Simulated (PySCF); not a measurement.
Species: H6N2Pb.
Cartesian coordinates in Å at the PBE0-D3(BJ)/def2-SVP level; atoms count from 1:
```
atom  x, y, z in Å
N1    -1.5752    0.4355   -0.3996
Pb2    0.0974   -0.5831    0.5203
N3     1.8997    0.3328   -0.2122
H4    -2.2900   -0.2568   -0.6313
H5    -2.0102    1.0576    0.2837
H6     0.1155   -0.3817    2.2741
H7     0.1032   -2.2473   -0.0531
H8     1.9142    0.2117   -1.2271
H9     1.8239    1.3422   -0.0702
```

Method: PySCF 2.14.0, PBE0-D3(BJ)/def2-SVP geometry optimisation, gas phase, def2 core potentials past Kr.

Which atoms are bound to Pb2, and at what distances?

4 atoms: H7 1.760 Å, H6 1.765 Å, N3 2.150 Å, N1 2.164 Å. The nearest atom not counted as bound is H8, at 2.64 Å (others tie with it).

List the angles at Pb2.

```csv
angle,degrees,distance of the outer atoms (Å)
H6–Pb2–H7,115.6,2.98
N1–Pb2–H6,112.1,3.27
N1–Pb2–H7,108.0,3.18
N1–Pb2–N3,107.6,3.48
N3–Pb2–H7,106.8,3.15
N3–Pb2–H6,106.3,3.14
```

What is the shape at Pb2?

Distorted tetrahedral: angles from 106.3° to 115.6°; τ4 = (360° − α − β)/141° = 0.94 with α and β the two widest (0 for a square, 1 for a tetrahedron). The Pb–N distances aren't all alike: 2.150 to 2.164 Å.

What are the other bond lengths?

N1–H4 and 3 like bonds 1.022 Å.

What are the rotational constants (commonest isotopes, rigid rotor)?

A = 8820, B = 4665, C = 3335 MHz: an asymmetric top.

Charge 0, singlet. Whether it is a minimum is left open (no frequencies).

One conformer stands for the species.
